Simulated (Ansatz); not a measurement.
`CC[Si]OC` + H₂ → `CO[Si]C` + CH₄ at 400 K and 1 bar (hydrogenolysis of a C–C bond).

Calculated with Ansatz (gas phase, PBE0-D4/def2-TZVP geometries, no zero-point term in ΔE). CCSD(T)/CBS is the MP2 limit (def2-TZVPP, def2-QZVPP) plus CCSD(T) − MP2 in def2-TZVPP, frozen cores. This one scheme is used for every species. Each species was taken in one conformer, which may not be the lowest.

| species | CCSD(T)/CBS energy (Eh) | H − E (kJ/mol) | S (J/(mol·K)) |
| --- | --- | --- | --- |
| `CC[Si]OC` | -483.21274 | 316.7 | 391.8 |
| H₂ | -1.17544 | 38.0 | 139.0 |
| `CO[Si]C` | -443.95718 | 234.1 | 358.7 |
| CH₄ | -40.46206 | 131.3 | 197.2 |

H − E and S are ideal-gas, rigid-rotor, harmonic terms from PBE0-D4/def2-TZVP, for one conformer and one mirror image of each species. The MP2-based limit puts H₂ 0.8 mEh under its directly extrapolated value; such offsets cancel only in part. 1 Eh = 2625.50 kJ/mol, R = 8.31446 J/(mol·K).

Question: By hand: ΔE, ΔH, ΔS and ΔG.

Answer: ΔE = (-443.95718) + (-40.46206) − (-483.21274) − (-1.17544) = -0.03106 Eh = -81.5 kJ/mol. Δ(H − E) = 234.1 + 131.3 − 316.7 − 38.0 = 10.7, so ΔH = -70.8 kJ/mol. ΔS = 358.7 + 197.2 − 391.8 − 139.0 = 25.1 J/(mol·K). ΔG = -70.8 − 400 × (25.1)/1000 = -80.8 kJ/mol.

Question: By hand: the equilibrium constant, and the temperature at which ΔG would vanish if ΔH and ΔS stayed fixed.

Answer: log₁₀ K = −ΔG/(RT ln 10) = 10.6. ΔH and −TΔS have one sign here, so there is no such temperature.

ΔH outweighs TΔS. A doubt of 5 kJ/mol in ΔE shifts log₁₀ K by 0.7 here. Other conformers and mirror images would add mixing entropy, several J/(mol·K) or more a flexible species. Modes under 60 cm⁻¹, often nearly free rotors, make the harmonic entropy too high. These are equilibria of isolated gas molecules and say nothing of rates. Largest T1 diagnostic: 0.014 (customary marks: 0.02 for closed shells, 0.045 for open ones).
